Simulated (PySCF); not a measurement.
C₄H₇ (SMILES [CH]=C(C)C), doublet, geometry from GFN2-xTB. Base run: DF-M062X/6-31G run with PySCF.

Here is a job for PySCF.
```python
from pyscf import gto, scf, dft

mol = gto.M(
    atom='''
C    -0.01583438    0.01152779    1.49894858
C    -0.00222843    0.02374520    0.20492787
H    -0.02223869   -0.69129602    2.29786866
C     0.00269449    1.29161997   -0.60733811
H    -0.00662782    2.16401956    0.03942821
H     0.89090871    1.32760594   -1.23693731
H    -0.87224194    1.32254452   -1.25552371
C     0.01033407   -1.24161286   -0.64220029
H     0.00629703   -2.13018294   -0.01726348
H    -0.86735589   -1.25472468   -1.28612343
H     0.90146410   -1.24964698   -1.26747727
''',
    basis='6-31g',
    spin=1,
    verbose=3,
)

mf = dft.UKS(mol)
mf.xc = 'm062x'
mf = mf.density_fit(auxbasis='def2-universal-jkfit')
mf.kernel()
```

The base run was repeated with changes; each row names its change, and settings that it needs were set with it.

```csv
change,basis functions,E (Eh),HOMO (eV),dipole (D),core-seconds (rough)
base,50,-156.41356,-7.39,0.86,10
basis = pcseg-0,50,-156.07494,-7.67,0.91,10
basis = LANL2DZ,50,-156.43099,-7.55,1.11,10
basis = pc-1,91,-156.42294,-7.67,0.96,20
basis = def2-SVP,91,-156.32994,-7.58,0.90,20
basis = pcseg-1,91,-156.41987,-7.66,0.96,20
basis = 6-311G**,114,-156.49318,-7.62,0.91,30
basis = def2-SVPD,136,-156.33849,-7.67,0.93,30
"basis = 6-311+G(2d,p)",150,-156.49958,-7.68,0.99,40
basis = aug-cc-pVDZ,155,-156.46908,-7.61,0.97,50
basis = def2-TZVP,166,-156.51055,-7.66,0.96,60
basis = def2-TZVPD,211,-156.51120,-7.66,0.96,60
basis = pc-2,218,-156.51899,-7.67,0.96,60
```

Totals compare only among sets that treat the same electrons; sets with core potentials leave the core out.

Open shells are given as the SCF converged; they aren't shown to be the lowest states, and a large step between rows can be another state.
